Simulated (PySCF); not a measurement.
C5H9N, SMILES CC(C)=C=CN.

Geometry optimised at ωB97X-D3(BJ)/def2-SVP. The structure was generated by enumeration, and PubChem lists no compound with its InChIKey, so it may never have been made. The values are those of a single conformer.

Computed with PBE/def2-TZVP (PySCF).

The molecule is in vacuum.

Computed frontier levels, gap, dipole moment and polarisability:
- highest occupied level: -4.67 eV
- lowest empty level: -0.56 eV
- orbital gap: 4.11 eV
- dipole moment: 1.14 D
- quadrupole, principal values (traceless, Buckingham form, about the centre of nuclear charge): -7.72, -0.09, 7.81 D·Å
- mean static polarisability: 78.8 bohr³ (11.68 Å³)
- polarisability, principal values: 56.7, 61.6, 118.1 bohr³
